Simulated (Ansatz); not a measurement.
Reaction (redistribution): `[F][Ti]([F])([F])[SH]` + `[OH][Al]([OH])[SeH]` → `[OH][Ti]([F])([F])[SH]` + `[OH][Al]([F])[SeH]`

Program: Ansatz. Geometries: PBE0-D4/def2-TZVP. ΔE: electronic, gas phase. CBS: MP2 limit from def2 TZ/QZ plus the TZ coupled-cluster correction, frozen cores. Functionals use def2-TZVPP. B3LYP here is the variant with VWN-RPA as its local correlation; programs differ in this. For Se, Ti outer-core shells are correlated without core-valence functions, which leaves a few kJ/mol of doubt a bond. Scalar relativity is left out up to krypton. One conformer a species, not always the lowest.

(1) Is it downhill or uphill in electronic energy at CCSD(T)/CBS, and by how much? (Best estimate.)

(2) What do these levels give: PBE0, B3LYP, SCS-MP2/def2-TZVPP, CCSD(T)/def2-TZVPP, SCS-MP2/def2-QZVPP, HF/CBS(def2)? (Best estimate.)

Largest T1 diagnostic among the species: 0.025, so the coupled-cluster value is less sure than usual.

Answers

(1) The calculation gave: Downhill: ΔE = -4.7 kcal/mol.

(2) Computed: PBE0 -2.6, B3LYP -2.9, SCS-MP2/def2-TZVPP -3.9, CCSD(T)/def2-TZVPP -3.7, SCS-MP2/def2-QZVPP -4.5, HF/CBS(def2) -3.8 kcal/mol.

From PBE to PBE0 (25 % exact exchange), in def2-TZVPP and without D4, ΔE moves by −0.8 kcal/mol.
